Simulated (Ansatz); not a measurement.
`NB(S)[SiH2][SiH3]`, charge 0, multiplicity 1.

(1) Give a relaxed structure at PBE0-D4/def2-TZVP (Ansatz 0.2.0). (Estimate.)

Answers

(1) Ansatz gave: 
Z-matrix (Å, degrees):
```
Si
Si 1 2.340
B 1 2.021 2 110.1
H 1 1.495 2 108.5 3 -120.4
H 1 1.490 2 108.4 3 122.8
H 2 1.488 1 110.1 3 -62.4
H 2 1.489 1 111.6 3 177.0
H 2 1.489 1 110.0 3 56.9
S 3 1.812 1 116.6 2 69.0
N 3 1.394 1 120.2 2 -108.9
H 9 1.347 3 99.1 1 -177.9
H 10 1.007 3 124.1 1 177.7
H 10 1.005 3 122.3 1 -2.7
```
This is one stationary point; other conformers may exist.
